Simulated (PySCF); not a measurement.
`[SiH3][C@H]1C[C@@H]1[AsH2]`, C₃H₉AsSi

Molfile (atoms numbered from 1):
```
C3H9AsSi
     RDKit          3D

 14 14  0  0  0  0  0  0  0  0999 V2000
    1.8715    0.8952    0.0151 Si  0  0  0  0  0  4  0  0  0  0  0  0
    0.3439   -0.0770   -0.4934 C   0  0  1  0  0  0  0  0  0  0  0  0
   -0.0595   -1.3099    0.2625 C   0  0  0  0  0  0  0  0  0  0  0  0
   -0.8880   -0.0685    0.3683 C   0  0  2  0  0  0  0  0  0  0  0  0
   -2.6931   -0.0177   -0.4015 As  0  0  0  0  0  3  0  0  0  0  0  0
    1.7152    2.2851   -0.4208 H   0  0  0  0  0  0  0  0  0  0  0  0
    2.0018    0.8439    1.4736 H   0  0  0  0  0  0  0  0  0  0  0  0
    3.0481    0.2912   -0.6140 H   0  0  0  0  0  0  0  0  0  0  0  0
    0.1595   -0.1203   -1.5644 H   0  0  0  0  0  0  0  0  0  0  0  0
   -0.4579   -2.1434   -0.3049 H   0  0  0  0  0  0  0  0  0  0  0  0
    0.5370   -1.6143    1.1117 H   0  0  0  0  0  0  0  0  0  0  0  0
   -0.8123    0.4667    1.3124 H   0  0  0  0  0  0  0  0  0  0  0  0
   -2.4806    1.2961   -1.1079 H   0  0  0  0  0  0  0  0  0  0  0  0
   -2.2866   -0.7276   -1.6640 H   0  0  0  0  0  0  0  0  0  0  0  0
  1  2  1  0
  2  3  1  0
  3  4  1  0
  4  5  1  0
  4  2  1  0
  1  6  1  0
  1  7  1  0
  1  8  1  0
  2  9  1  6
  3 10  1  0
  3 11  1  0
  4 12  1  1
  5 13  1  0
  5 14  1  0
M  END
```

Computed, not measured: TDDFT wB97X-D/aug-cc-pVDZ circular dichroism and optical rotation, one conformer, gas phase in PySCF 2.14.0. Geometry: GFN2-xTB.

The calculation is non-relativistic, which matters for the atoms heavier than Zn.

Stereocentres: C2 S, C4 S.

Q: Give the optical rotatory dispersion at 633, 589.3, 546, 436, 405, 365, 355 nm.

A: [α] in deg dm⁻¹ (g/mL)⁻¹:
| λ (nm) | origin-invariant length gauge | modified velocity gauge | length gauge (centre of mass) | isotropic polarisability (au) |
| --- | --- | --- | --- | --- |
| 633 | +36.9 | +43.3 | +36.1 | 98.1 |
| 589.3 | +42.4 | +50.0 | +41.5 | 98.6 |
| 546 | +49.1 | +58.1 | +48.0 | 99.2 |
| 436 | +72.8 | +88.5 | +71.1 | 101.9 |
| 405 | +80.8 | +99.9 | +78.8 | 103.2 |
| 365 | +88.4 | +114.1 | +85.8 | 105.4 |
| 355 | +88.7 | +116.6 | +85.9 | 106.1 |

Q: And for the mirror image at 589.3 nm?

A: -42.4 deg dm⁻¹ (g/mL)⁻¹ (origin-invariant length gauge): the same size and the opposite sign.

Q: What is the molar rotation [Φ] = [α]·M/100 of the geometry above at 589.3 nm?

A: With M = 148.11 g/mol, +62.8 deg cm² dmol⁻¹ (origin-invariant length gauge).

The first excitation lies at 6.14 eV (202 nm) with R = -38.7 × 10⁻⁴⁰ esu² cm² (velocity form).
